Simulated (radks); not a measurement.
Fractional charge and spin in the 5p shell of platinum: the spin-up occupation runs from 2 to 3 and the spin-down occupation from 2 to 3; the fullest corner is Pt2+, [Kr] 4d10 4f14 5s2 5d(up 4, down 4) 5p(up 3, down 3). Calculated with a radial shooting solver on a logarithmic mesh with Libxc functionals: scalar-relativistic Kohn-Sham, r2SCAN, spin-polarised, spherical densities, finite nucleus; meta-GGA in the generalised Kohn-Sham scheme; Fermi nuclear charge, rms radius of each element as measured or else 0.836 A^(1/3) + 0.57 fm. Energy (eV) minus the two flat planes that join the four corners (they meet along the diagonal where the two added fractions sum to one electron); zero is where a piecewise linear energy would lie.

| down \ up | 2 | 2.25 | 2.5 | 2.75 | 3 |
|---|---|---|---|---|---|
| 2 | 0.000 | -1.529 | -2.031 | -1.516 | 0.000 |
| 2.25 | -1.529 | -1.940 | -1.338 | 0.264 | -1.423 |
| 2.5 | -2.031 | -1.338 | 0.352 | -1.250 | -1.886 |
| 2.75 | -1.516 | 0.264 | -1.250 | -1.801 | -1.405 |
| 3 | 0.000 | -1.423 | -1.886 | -1.405 | 0.000 |

Corners above the fullest one (they belong to Pt3+ and the next ion): (up 3, down 2) 85.771 eV, (up 2, down 3) 85.771 eV, (up 2, down 2) 188.63 eV. With half an added electron in each spin the energy lies 0.352 eV from the planes, and with half an added electron in spin up alone -2.031 eV. The planes are only a guide here: the flat-plane condition holds for ground states with one frontier orbital, while this shell lies below other occupied shells, so the corners above the fullest one are inner-hole states and not the ground states of those ions.
